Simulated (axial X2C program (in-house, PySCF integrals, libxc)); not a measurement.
Potential curves of GaB, spin-free

Computed with an axial X2C code built on PySCF integrals. Spin-free means the one-electron spin-free X2C Hamiltonian. Basis: Ga dyall-cv3z [9s9p7d4f1g], B dyall-v3z [7s6p2d1f] (cores contracted in-house); Gaussian nuclei, density fitting, unrestricted open shells. Masses: Ga 68.926 u, B 11.009 u.

State: M_S = 1, Λ = 0 (beyond evenly filled blocks: π+α, π-α). Energies in kJ/mol from the fragments at the same level (Ga + B). Fits are polynomials in 1 − R0/R over 0.85 to 1.23 times the lowest point R0.

```json
{"R (Å)": "1.7652", "CCSD": "", "HF": "-41.85"}
{"R (Å)": "1.8464", "CCSD": "-99.74", "HF": "-71.02"}
{"R (Å)": "1.9073", "CCSD": "-115.44", "HF": "-83.06"}
{"R (Å)": "1.9681", "CCSD": "-124.82", "HF": "-88.88"}
{"R (Å)": "2.0290", "CCSD": "-129.29", "HF": "-90.08"}
{"R (Å)": "2.1000", "CCSD": "-129.75", "HF": "-87.19"}
{"R (Å)": "2.1710", "CCSD": "-126.36", "HF": "-80.98"}
{"R (Å)": "2.2623", "CCSD": "-117.98", "HF": "-69.62"}
{"R (Å)": "2.3739", "CCSD": "", "HF": "-52.48"}
{"R (Å)": "2.5362", "CCSD": "", "HF": "-24.30"}
```

Correlated methods: 6 electrons correlated (number of frozen shells: Ga 3 s, 2 p, 1 d; B 1 s), 238 virtual spin orbitals or spinors in MP2, 89 natural virtuals in coupled cluster.

One determinant describes the state; a PBE0 search over occupations chose it and may have missed a lower one. Dissociation energies refer to the lowest single-determinant-based atoms at the same level and basis. CCSD ran in a truncated set of natural virtual spinors with an MP2 remainder; without triples it tends to underbind. PBE0 can misorder states that lie within some tenths of an eV, so this need not be the ground state of the molecule. The nearest other spin-free determinant of the search, M_S = 1, Λ = 1, lies 0.21 eV up at the distance of the search. The determinant is spin-polarised beyond a pure state at some levels (its spin-free form has ⟨S²⟩ too high), which makes Re and μ there less reliable. The T1 diagnostic is large, a sign of multireference character. With the outer-core shells frozen, correlated bond lengths of heavy atoms tend to come out a few hundredths of an ångström too long. Spin-free De lacks the spin–orbit lowering of the heavy p-block atom, a tenth of an eV or more for 4p and 5p, up to an eV for 6p and one to two eV for 7p atoms, less what an open-shell molecule gains itself. Coupled cluster ran on the points near the minimum only. MP2 and coupled cluster on one determinant become unreliable at the stretched end.

**Question.** Fit the CCSD curve near its minimum: give the equilibrium distance, the harmonic wavenumber and the well depth.

**Answer.** At CCSD, spin-free: Re = 2.071 Å, ωe ≈ 504 cm⁻¹, De = 1.35 eV to Ga + B; Be follows as 0.414 cm⁻¹.

**Question.** What are Re, ωe and De at the HF level?

**Answer.** At HF, spin-free: Re = 2.017 Å, ωe ≈ 539 cm⁻¹, De = 0.93 eV to Ga + B; Be follows as 0.437 cm⁻¹.
